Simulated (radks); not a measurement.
Kinetic energies: the exact non-interacting value of the Kohn-Sham orbitals and orbital-free approximations, as 100 (|E| - |E exact|)/|E exact|, negative where the magnitude is too small. Species: B3+ [He]; B2+ [He] 2s1; Ba2+ [Xe]. Method: non-relativistic Kohn-Sham, exchange-only LDA, spin-polarised, spherical densities, point nucleus; computed with a radial shooting solver on a logarithmic mesh with Libxc functionals. Every spin shell is full or empty, so the densities are truly spherical. Functionals are evaluated on that one density, not self-consistently.

\begin{tabular}{lrrr}
functional & B3+ & B2+ & Ba2+ \\ \hline
exact (hartree) & 21.5801 & 22.9460 & 7874.24 \\
Thomas-Fermi & -9.17 & -9.99 & -5.16 \\
von Weizsacker & 0.00 & -4.99 & -59.98 \\
TF + vW & +90.83 & +85.02 & +34.87 \\
TF + vW/9 & +1.94 & +0.56 & -0.71 \\
TF + vW/5 & +10.83 & +9.01 & +2.85 \\
APBEK & +1.38 & +0.33 & +0.08 \\
revAPBEK & +2.27 & +1.16 & +0.24 \\
Perdew 92 & +1.97 & +0.58 & -0.70 \\
Thakkar & +1.74 & +0.59 & -0.65 \\
Pearson & -3.02 & -3.95 & -0.92 \\
LKT & +61.49 & +56.17 & +18.32 \\
DePristo-Kress & +2.01 & -0.12 & -0.15 \\
Ernzerhof & +5.65 & +3.35 & -0.45 \\
\end{tabular}
